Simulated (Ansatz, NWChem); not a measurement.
Calibrating B3LYP/6-31G* (Cartesian functions) on S-containing molecules

The atomisation enthalpy at 298 K in kJ/mol of 6 S-containing molecules: x at B3LYP/6-31G* (Cartesian functions), y from tabulated heats of molecules and atoms (CRC Handbook of Chemistry and Physics, NIST-JANAF tables). Shapes, held fixed at every level: PBE0-D4/def2-TZVP; GeS at the measured bond length. Computed values hold a harmonic thermal term (PBE0-D4/def2-TZVP, wB97M-V/def2-TZVPD) and the atoms' spin-orbit lowering. Programs: NWChem 7.3.0.

```
               molecule  x (kJ/mol)  y (kJ/mol)
GeS (germanium sulfide)         514         557
SF2 (sulfur difluoride)         675           ?
 H2S (hydrogen sulfide)         701         733
   SO2 (sulfur dioxide)         928        1072
  SO3 (sulfur trioxide)        1206        1420
    CH4S (methanethiol)        1860        1889
```

Question: Fit y = c + s·x to the known rows and predict y for SF2.

Answer: 
1. Means of the 5 rows: x = 1041.80, y = 1134.2.
2. Σ(Δx)² = 1104081, Σ(Δx·Δy) = 1112959, so the slope is 1112959/1104081 = 1.008.
3. Intercept: 1134.2 − (1.008) × 1041.80 = 84.1. The largest residual of the fit is 120.
4. SF2: 84.1 + 1.008 × 675 = 764 kJ/mol.

The tabulated heats give 732 kJ/mol, so the prediction is off by +32 kJ/mol, within the largest residual. Uncorrected, B3LYP/6-31G* (Cartesian functions) misses SF2 by -57 kJ/mol, and the other rows by 92 on average. With references in doubt, neither the misses nor the line can be laid on the level alone. Left out in turn, the other rows are missed by 150 kJ/mol on average, worse than no correction. The heats of SF2 (sulfur difluoride) come from older tables and can be uncertain by 10 kJ/mol or more. The tabulated value of GeS is in doubt (older tables, estimates, or at odds with other calculations) and kept here. Relativity is left out for Ge.
